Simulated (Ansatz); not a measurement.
Frontier orbitals of ClH$_{4}$SSbSi (`Cl[SiH2][S][SbH2]`).

```
atom   x (Å)   y (Å)   z (Å)
 Cl1   0.717  -1.989  -1.435
 Si2  -0.064  -0.085  -1.545
  S3  -1.205   0.405   0.160
 Sb4   0.625   0.306   1.776
  H5  -0.974  -0.027  -2.710
  H6   1.099   0.817  -1.711
  H7  -0.098   1.504   2.758
  H8  -0.100  -0.931   2.707
```

Charge 0, multiplicity 1. Correlated methods include outer-core shells of Sb, which these sets cover unevenly. Sb: def2 effective core potential. All single points use the PBE0-D4/def2-TZVP geometry. It is one conformer, not always the lowest. Basis def2-TZVPP, the Gaussian-basis code of Ansatz.

Orbital energies of one run (eV). Highest occupied ones, from the top: -6.68, -7.05, -7.97, -8.13, -8.67, -9.11, -9.62, -10.11, -10.26, -13.39, -15.00, -18.90, -21.58, -34.23. Empty: -2.18, -0.99, -0.62, 0.03, 0.08, 0.99.

(1) Which functional gave them?
A. r2SCAN
B. LC-ωPBE
C. PBE0
D. r2SCAN0

Answers

(1) A. HOMO energies: r2SCAN -6.68, LC-ωPBE -10.06, PBE0 -7.53, r2SCAN0 -7.71 eV.

LC-ωPBE has ω = 0.4 bohr⁻¹.
